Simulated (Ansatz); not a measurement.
```yaml
crystal:
  periodic: [false, false, false]
  atoms:
    - {symbol: N, position_ang: [-0.564700, 1.502636, -0.145619]}
    - {symbol: B, position_ang: [-0.044382, 0.231690, -0.076262]}
    - {symbol: N, position_ang: [-0.279034, -0.855932, 0.898446]}
    - {symbol: C, position_ang: [0.533244, -1.601804, 0.256439]}
    - {symbol: S, position_ang: [1.181022, -0.704466, -1.158648]}
    - {symbol: H, position_ang: [-1.223362, 1.836355, 0.538820]}
    - {symbol: H, position_ang: [-0.328327, 2.163837, -0.864221]}
    - {symbol: H, position_ang: [0.817839, -2.629516, 0.495347]}
basis:
  gaussian: {orbitals: "6-31G*"}
hamiltonian: {xc: {name: wB97X}}
accuracy: high
output: {forces: true}
```

```sh
$ ansatz run in.yaml --threads 2 --pin off --events-out ev --progress --plain --max-ram 4352MiB
```

It prints (some lines left out):

```
Functional definition: wB97X
1910 factors; integrals over basis functions are off by at most 3.5e-9 eV
329 factors; integrals over basis functions are off by at most 2.4e-9 eV
mean field evaluation 1: about -15571.0266 eV, gradient 5.2e1 eV
mean field evaluation 2: about -15570.5629 eV, gradient 5.5e1 eV
mean field evaluation 4: about -15576.4566 eV, gradient 2.6e0 eV
mean field evaluation 8: about -15576.5783 eV, gradient 2.6e-1 eV
mean field evaluation 16: about -15576.5788 eV, gradient 3.2e-4 eV
mean field -15576.57877209 eV, -572.4287116899 hartree, gradient 5.4e-8 eV, S^2 0.000000; 0 other end points of the search recorded, 0 dependent functions left out
reference -15576.57876998 eV, -572.4287116125 hartree; 22, 22 occupied and 63, 63 virtual orbitals, 1910 factors
Total energy: -15576.57876998 eV, -572.4287116125 hartree
Atom 0 at    -0.564700     1.502636    -0.145619 Å, force    -0.043970     0.116560    -0.011819 eV/Å
Atom 1 at    -0.044382     0.231690    -0.076262 Å, force     0.091431    -0.122932    -0.046525 eV/Å
Atom 2 at    -0.279034    -0.855932     0.898446 Å, force    -0.147741    -0.026751     0.213593 eV/Å
Atom 3 at     0.533244    -1.601804     0.256439 Å, force     0.072459    -0.110263    -0.030224 eV/Å
Atom 4 at     1.181022    -0.704466    -1.158648 Å, force     0.079710     0.038721    -0.131608 eV/Å
Atom 5 at    -1.223362     1.836355     0.538820 Å, force    -0.090735     0.034802     0.101122 eV/Å
Atom 6 at    -0.328327     2.163837    -0.864221 Å, force     0.036671     0.115369    -0.119398 eV/Å
Atom 7 at     0.817839    -2.629516     0.495347 Å, force     0.002175    -0.045506     0.024860 eV/Å
Dipole moment:    -0.148927     0.423669    -0.056311 e Å
```

It took 17 s on 2 threads of an Arm Neoverse V1 on a shared host, with 0.48 GiB of host memory at the peak.
